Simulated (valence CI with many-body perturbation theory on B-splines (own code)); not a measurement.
Values are calculated unless marked as measured or tabulated.
La8+: what the settings do

Method: valence CI with perturbative core correlation (CI+MBPT): three valence electrons over a frozen Dirac-Fock core [Kr] 4d10, radial functions for each j: 5 s, 5 p, 5 d, 5 f, 2 g, with the one-electron correlation potential Σ1 (screened to all orders), the two-electron term Σ2, the three-electron term Σ3, Breit, model QED; selected single and double excitations, second order for the rest, scaled by the run's own slope (own B-spline code, finite nucleus).

No measured levels were compared; by estimate levels hold to about 250 cm⁻¹ or 0.2 % of their energy and the worst to 1 %, as in measured heavy ions of charge 2 to 7; those with d or f electrons hold less well.

The reference run has the lowest level 5s2.5p 2P°_1/2 and an ionisation energy of 120.563 eV. Its largest variational space holds 4610 state functions.

Names give the largest LS component (configuration and term), which can be under half, so a name can repeat, a term be missing and a line seem to break the LS rules; names also repeat where a configuration has a term twice. Letters in brackets count levels of one name in rising energy.

Changed runs:
A. natural orbitals for correlation on → off; box radius (bohr) 12.734 → 17.24
B. core polarisation of operators on → off
C. scale of Σ2 1 → 0.8; Breit term on → off
D. closed core [Kr] 4d10 → [Kr] 4d10 5s1 (bad on purpose)

Excitation energies of the reference run in cm⁻¹, and shifts in cm⁻¹:

| Level | Reference | A | B | C |
| --- | --- | --- | --- | --- |
| 5s2.5p 2P°_3/2 | 28266 | -34 | 0 | +324 |
| 4f.5s2 2F°_5/2 | 100493 | +451 | 0 | +3478 |
| 4f.5s2 2F°_7/2 | 102403 | +454 | 0 | +3639 |
| 5s.5p2 4P_1/2 | 127318 | -530 | 0 | -1044 |
| 5s.5p2 4P_3/2 | 142946 | -671 | 0 | -927 |
| 5s.5p2 4P_5/2 | 153300 | -535 | 0 | -698 |
| 5s.5p2 2D_3/2 | 174426 | -53 | 0 | -18 |
| 5s.5p2 2D_5/2 | 184735 | -235 | 0 | -82 |
| 5s.5p2 2P_1/2 | 191844 | +583 | 0 | +1320 |
| 4f.5s.5p 4G_5/2 | 217686 | -239 | 0 | +2245 |
| 4f.5s.5p 4F_7/2 [a] | 220227 | -239 | 0 | +2383 |
| 5s.5p2 2S_1/2 | 220814 | +725 | 0 | +1199 |
| Ionisation energy (eV) | 120.563 | -0.034 | 0 | +0.202 |

No effect on these energies: B.

Run D: It gave no result: the perturbation theory needs a core of closed shells. The program said: "the core must hold closed shells only".
